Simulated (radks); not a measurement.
Q: The table gives one normalised radial function P(r) = r R(r) of Cl+ in [Ne] 3s2 3p4 (r in bohr). All-electron calculation, scalar-relativistic Kohn-Sham, r2SCAN, spin-polarised, spherical densities, finite nucleus; open shells are filled with parallel spins first; meta-GGA in the generalised Kohn-Sham scheme; Fermi nuclear charge, rms radius 3.3654 fm. Program: a radial shooting solver on a logarithmic mesh with Libxc functionals.

r	P
0.005388	0.0628
0.006905	0.0782
0.008778	0.0960
0.01116	0.1168
0.01419	0.1403
0.01803	0.1660
0.02311	0.1931
0.02938	0.2171
0.03735	0.2348
0.04748	0.2400
0.06036	0.2249
0.07734	0.1791
0.09832	0.0985
0.125	-0.0193
0.1589	-0.1648
0.202	-0.3123
0.2589	-0.4215
0.3291	-0.4334
0.4183	-0.3124
0.5318	-0.0545
0.676	0.2931
0.8594	0.6389
1.101	0.8706
1.4	0.8903
1.78	0.7222
2.263	0.4653
2.876	0.2330
3.686	0.0827
4.686	0.0205
5.957	0.0032

Which n and l does it have? It may be an empty orbital.

A: n = 3, l = 0: the number of nodes gives n - l - 1 = 2, the rise at small r (about r^(l+1)) gives l, and the extent must fit the shell. The curve is that of 3s up; the table hardly tells the two spins apart. 3s up: eigenvalue -34.265 eV, 2 radial nodes at r = 0.121, 0.554 bohr, <r> = 1.49 bohr, 90 % of the charge inside 2.24 bohr.
